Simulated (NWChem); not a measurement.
System: CH4ClFOSi; SMILES [Si@@H](O)(CF)Cl

Input file for NWChem:

```
start job
memory heap 200 mb stack 900 mb global 1100 mb
geometry units angstroms noautosym nocenter noautoz
  O     -1.841152     0.253453    -0.036673
  Si    -0.294336     0.022471     0.487491
  Cl     0.481045    -1.773939    -0.205528
  C      0.914407     1.323011    -0.159067
  F      0.517915     2.581527     0.240827
  H     -2.002920     0.331998    -0.981521
  H     -0.368927    -0.003969     1.964587
  H      1.931619     1.117636     0.221596
  H      0.975645     1.287624    -1.262696
end
basis spherical
  * library pcsseg-1
end
dft
  xc pbe0
  iterations 150
end
property
  shielding
end
task dft property
```

All runs use the structure optimised with PBE0/def2-SVP.

GIAO values for the isolated, static molecule; σ is the absolute isotropic shielding, δ = σ(reference) − σ with the isolated reference molecule computed at the same levels (13C: tetramethylsilane, 19F: trichlorofluoromethane, 1H: tetramethylsilane, 17O: water, 29Si: tetramethylsilane).

Atoms are numbered as in the input.

### Question
Give the results of this calculation. (PBE0/pcSseg-1, GIAO.) Quantities: δ O1 (ppm); δ Si2 (ppm); σ Cl3 (ppm); δ C4 (ppm); δ F5 (ppm); δ H8 (ppm); δ H9 (ppm).

### Answer
```json
{
  "δ O1 (ppm)": "55.4",
  "δ Si2 (ppm)": "-3.3",
  "σ Cl3 (ppm)": "905.9",
  "δ C4 (ppm)": "78.8",
  "δ F5 (ppm)": "-292.6",
  "δ H8 (ppm)": "4.29",
  "δ H9 (ppm)": "4.26"
}
```
